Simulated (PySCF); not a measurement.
Calcium monoxide, CaO.
SMILES with atom numbers: `[O:1]=[Ca:2]`

Level: PBE0/pcSseg-1 and CAM-B3LYP/def2-SVPD in PySCF, non-relativistic, on one gas-phase PBE0-D3(BJ)/def2-SVP geometry that isn't relaxed in the solvent. The solvent is an IEF-PCM continuum (cavity from Bondi-type radii × 1.2). Only the electrostatic response of the medium enters.

Gas phase at PBE0/pcSseg-1: HOMO -4.53 eV, LUMO -1.64 eV, dipole 8.35 D.

Question: What does the continuum do to the energy, the frontier levels and the dipole at PBE0/pcSseg-1 in benzene?

Answer: 
```
solvent      ε  E(solvent) − E(gas) (kcal/mol)  polarisation term (kcal/mol)  distortion of the solute (kcal/mol)  HOMO (eV)  LUMO (eV)  dipole (D)
benzene  2.271                          -13.26                        -15.02                                 1.76      -4.79      -1.30        9.74
```

The polarisation term is half the interaction of the solute with the surface charges that it induces; the rest is the cost of distorting the solute's density. The sum is the electrostatic part of solvation alone.

Question: Which radius a makes the point-dipole formula ΔE = −[(ε − 1)/(2ε + 1)]·μ²/a³ give the value in benzene, with the gas-phase dipole?

Answer: μ = 3.287 au and |ΔE| = 0.02113 Eh give a = 2.59 Å; the farthest nucleus lies 0.90 Å from the centroid of the nuclei. The formula assumes a rigid point dipole at the centre of a sphere.

Question: Which ESP-fitted charges (PBE0/pcSseg-1) respond most in benzene (means over atoms taken as equivalent)?

Answer: 
| atoms | environment | gas (e) | solvent (e) | change |
| --- | --- | --- | --- | --- |
| O1 | oxygen bonded to Ca | -0.978 | -1.129 | -0.151 |
| Ca2 | calcium bonded to O | +0.978 | +1.129 | +0.151 |

Question: Which Mayer bond orders change most in benzene?

Answer: 
```json
{"bond": "O1–Ca2", "length (Å)": "1.803", "gas": "1.962", "solvent": "1.840", "change": "-0.122"}
```

Gas phase at CAM-B3LYP/def2-SVPD: HOMO -6.14 eV, LUMO -1.42 eV, dipole 9.58 D.

Question: What does the continuum do to the energy, the frontier levels and the dipole at CAM-B3LYP/def2-SVPD in benzene?

Answer: 
```csv
solvent,ε,E(solvent) − E(gas) (kcal/mol),polarisation term (kcal/mol),distortion of the solute (kcal/mol),HOMO (eV),LUMO (eV),dipole (D)
benzene,2.271,-15.64,-17.81,2.17,-6.60,-1.01,11.18
```

Question: How does the static polarisability (CAM-B3LYP/def2-SVPD, frozen core, with the continuum's full static response) change?

Answer: 
```tsv
medium	isotropic (au)	principal values (au)	⟨r²⟩ of the electrons (bohr²)
gas	42.1	27.1, 27.1, 72.3	113.7
benzene	37.2	27.1, 27.1, 57.4	114.0
```

The isotropic value in benzene is 0.88 times the gas-phase one; no cavity-field correction is applied. ⟨r²⟩ is taken about the centre of nuclear charge.

The run took about 3 s of CPU time (one thread, shared machine). This is the whole shielding run at PBE0/pcSseg-1 in benzene, SCF included.
